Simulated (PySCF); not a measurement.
# Reading the logs of faulty runs: AlC2H6O cation

All numbers below are calculated, not measured. They come from PySCF 2.14.0, an open-source quantum chemistry program, on an isolated molecule that a program drew, which may never have been made. The molecule is AlC2H6O cation (charge +1, singlet), drawn as the SMILES string `CC[O][AlH+]`.

Each row is a Hartree-Fock (HF) and frozen-core CCSD(T) single point in the cc-pV(D+d)Z basis, meant for a local HF minimum. Run 1 is clean. Each other run has one planted mistake out of seven kinds, and not every kind appears here: one electron removed, one electron added, multiplicity raised by two, geometry at a saddle point, minimal basis STO-3G, one bond length entered in bohr, all coordinates scaled. The reference is restricted for singlets and unrestricted otherwise, and also for a bond in bohr. Adding or removing an electron swaps singlet and doublet. Electrons count all cores. HOMO and LUMO are orbital energies over both spins, the gradient is its largest component, and the lowest frequency (negative if imaginary) is given only where the gradient is small. Bond lengths are over the 9 bonds as drawn. T1 is the CCSD diagnostic: over 0.02 (restricted) or 0.045 (unrestricted) a single reference is doubtful.

Geometry of the clean run:
```xyz
10
AlC2H6O cation, angstrom
C    -1.0286   -1.5628    0.4727
C    -0.2411   -0.5727    1.2951
O    -0.8057    0.7510    1.1667
Al   -1.4384    2.1987    1.0127
H    -2.0653   -1.6170    0.8084
H    -0.5829   -2.5520    0.5866
H    -1.0068   -1.3007   -0.5861
H     0.7921   -0.4974    0.9671
H    -0.2615   -0.8121    2.3548
H    -2.0488    3.5997    0.8653
```

```
run,electrons,basis functions,<S^2>,HOMO (eV),LUMO (eV),gradient (hartree/bohr),lowest frequency (cm^-1),mean bond (Å),longest bond (Å),T1,HF (hartree),CCSD(T) (hartree),mistake
1,38,95,0.000,-17.15,-3.98,2.0e-05,109,1.2803,1.587,0.0154,-395.79438,-396.36543,no fault
2,38,95,0.000,-17.34,-3.78,4.2e-02,-,1.2291,1.524,0.0140,-395.77702,-396.33945,all coordinates scaled
3,38,30,0.000,-15.01,0.91,4.9e-02,-,1.2803,1.587,0.0223,-391.02492,-391.25801,minimal basis STO-3G
4,37,95,0.765,-23.41,-13.67,1.1e-01,-,1.2803,1.587,0.0537,-395.22232,-395.76739,?
5,39,95,0.766,-5.02,1.50,8.1e-02,-,1.2803,1.587,0.0405,-395.95889,-396.54671,?
```

**Which mistake was planted in run 4, and what did it cost?**

It counts 37 electrons, one fewer than the clean run, at the same geometry and basis. So the mistake is: one electron removed. Subtracting run 1 and multiplying by 627.51 kcal/mol a hartree, the energy moved by 359.0 kcal/mol in HF and 375.3 kcal/mol in CCSD(T).

**Which mistake was planted in run 5, and what did it cost?**

It counts 39 electrons, one more than the clean run, at the same geometry and basis. So the mistake is: one electron added. Subtracting run 1 and multiplying by 627.51 kcal/mol a hartree, the energy moved by -103.2 kcal/mol in HF and -113.8 kcal/mol in CCSD(T).

Cautions from the logs. Run 3: T1 is over the limit, so its CCSD(T) energy is less reliable; run 4: T1 is over the limit, so its CCSD(T) energy is less reliable.
